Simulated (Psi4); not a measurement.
A dimer, C3H8 ··· Br- (SMILES CCC and [Br-]) (charge -1); the first 11 atoms form monomer A.

```
12

C      1.2413     0.3469     0.0818
C      0.0302    -0.4056    -0.4634
C     -1.2638    -0.0459     0.2620
H      2.1556     0.0753    -0.4492
H      1.3938     0.1285     1.1417
H      1.1076     1.4272    -0.0151
H     -0.0798    -0.1935    -1.5310
H      0.2049    -1.4827    -0.3840
H     -2.1171    -0.5929    -0.1434
H     -1.4792     1.0218     0.1730
H     -1.1936    -0.2792     1.3274
Br    -0.6167     3.8296    -0.1530
```

Task: What interaction energy does SAPT0/jun-cc-pVDZ, frozen core (Psi4 1.11) give, and which attractive term is the largest?

Result: Total -13.82 kJ/mol: electrostatics -15.57, exchange 28.69, induction -17.07, dispersion -9.86. The most attractive term is induction.
